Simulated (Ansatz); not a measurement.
C₃, singlet, geometry from GFN2-xTB; SC-NEVPT2/6-31G, CASSCF(2,3) run with Ansatz (an electronic-structure program).

Here is a job for Ansatz.
Ansatz 0.2 input:
```yaml
crystal:
  periodic: [false, false, false]
  atoms:
    - {symbol: C, position_ang: [-1.28437576, 0.09341332, 0.00772869]}
    - {symbol: C, position_ang: [-0.00051858, -0.00857482, 0.00826663]}
    - {symbol: C, position_ang: [1.28489434, -0.08483850, -0.01599533]}
basis:
  gaussian:
    orbitals: 6-31G
magnetization: {spin_polarized: false}
correlation: {method: sc_nevpt2, electrons: all, active_space: {window: {electrons: 2, orbitals: 3}}}
```

### Question
Write the output that Ansatz gives for this input, abridged.

### Answer

```
Functional definition: HF
381 factors; integrals over basis functions are off by at most 2.0e-4 eV
mean field evaluation 1: about -3082.5295 eV, gradient 1.6e1 eV
mean field evaluation 2: about -3082.5425 eV, gradient 1.6e1 eV
mean field evaluation 4: about -3083.4693 eV, gradient 2.9e0 eV
mean field evaluation 8: about -3083.4950 eV, gradient 8.5e-3 eV
mean field -3083.49502492 eV, -113.3163520976 hartree, gradient 6.6e-7 eV, S^2 0.000000; 0 other end points of the search recorded, 0 dependent functions left out; unrestricted orbitals would lower it
reference -3083.49502492 eV, -113.3163520976 hartree; 9, 9 occupied and 18, 18 virtual orbitals, 381 factors
state -3084.16997526 eV, -113.3411560651 hartree
state -3084.16997526 eV, -113.3411560651 hartree; corrected -3089.92419378 eV, -113.5526196955 hartree
Total energy: -3089.92419378 eV, -113.5526196955 hartree
```
